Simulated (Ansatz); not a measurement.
`O=C1CCCSC1` → 5 C• + 8 H• + O• + S•  (atomization)

Program: Ansatz. Geometries: PBE0-D4/def2-TZVP. ΔE: electronic, gas phase. CCSD(T)/CBS adds triple-zeta CCSD(T) − MP2 to the extrapolated MP2 energy (def2 sets, frozen cores). This one scheme is used for every species, atoms too. DFT in def2-TZVPP. Open shells (•) are unrestricted, without spin–orbit coupling. Spin–orbit coupling would lower the free atoms: a little for C, O, S.

```json
{"level": "ωB97X-V", "ΔE (kJ/mol)": "6286.5", "difference from CCSD(T)/CBS": "29.2"}
{"level": "PBE-QIDH", "ΔE (kJ/mol)": "6270.4", "difference from CCSD(T)/CBS": "13.1"}
{"level": "r2SCAN", "ΔE (kJ/mol)": "6286.3", "difference from CCSD(T)/CBS": "29.0"}
{"level": "r2SCAN0", "ΔE (kJ/mol)": "6189.7", "difference from CCSD(T)/CBS": "-67.6"}
{"level": "CAM-B3LYP", "ΔE (kJ/mol)": "6246.8", "difference from CCSD(T)/CBS": "-10.5"}
{"level": "LC-ωPBE", "ΔE (kJ/mol)": "6274.8", "difference from CCSD(T)/CBS": "17.5"}
{"level": "HF/def2-SVP", "ΔE (kJ/mol)": "4609.4", "difference from CCSD(T)/CBS": "-1647.9"}
{"level": "HF/def2-QZVPP", "ΔE (kJ/mol)": "4547.8", "difference from CCSD(T)/CBS": "-1709.5"}
{"level": "MP2/def2-QZVPP", "ΔE (kJ/mol)": "6327.2", "difference from CCSD(T)/CBS": "69.9"}
{"level": "HF/CBS(def2)", "ΔE (kJ/mol)": "4548.7", "difference from CCSD(T)/CBS": "-1708.6"}
{"level": "CCSD(T)/CBS", "ΔE (kJ/mol)": "6257.3", "difference from CCSD(T)/CBS": "0"}
```

Question: What do rigid-rotor, harmonic-oscillator terms from PBE0-D4/def2-TZVP frequencies (298.15 K, 1 bar) make of the CCSD(T)/CBS value? (An estimate is asked.)

Answer: The calculation gave: ΔZPE = -325.1 kJ/mol, ΔH = +6005.0 kJ/mol, ΔS = 1698 J/(mol·K), ΔG = +5498.8 kJ/mol. Open shells count their whole term as degenerate.

Largest T1 diagnostic among the species: 0.013.

At CCSD(T), def2-SVP lies −271.0 kJ/mol from the extrapolated value and def2-TZVPP −154.9 kJ/mol: correlation converges slowly with the basis, and small sets miss more of it in the bonded molecule than in its fragments. The D4 term adds +63.7 kJ/mol with B3LYP and +33.6 kJ/mol with PBE0; it sums over pairs of atoms, weighted by their polarisabilities, and B3LYP, whose exchange is more repulsive, gets the larger term. Leaving LDA and LC-ωPBE aside and taking each functional with its dispersion term where it has one, the values, not all of them listed here, spread over 398.7 kJ/mol, from BHLYP-D4 to PBE-D4. LDA lies +835.9 kJ/mol from PBE without D4, its usual overbinding.

B3LYP here is the variant with VWN-RPA as its local correlation; programs differ in this.

For atomizations the MP2-based limit and the directly extrapolated one differ by several kJ/mol either way, and by 10 to 25 for some Ge, Se and Sn compounds, so smaller differences from it don't rank the levels.
